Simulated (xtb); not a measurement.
Species: H4Sn, SMILES `[SnH4]` (charge 0, multiplicity 1).

Problem. Give a relaxed geometry from xtb with GFN2-xTB.

Solution. the end point of this relaxation (outside a Z-matrix the atoms follow the SMILES, hydrogens last).
Z-matrix (Å, degrees):
```
Sn
H 1 1.6385
H 1 1.6385 2 109.48
H 1 1.6385 2 109.47 3 -120.00
H 1 1.6386 2 109.47 4 -119.99
```
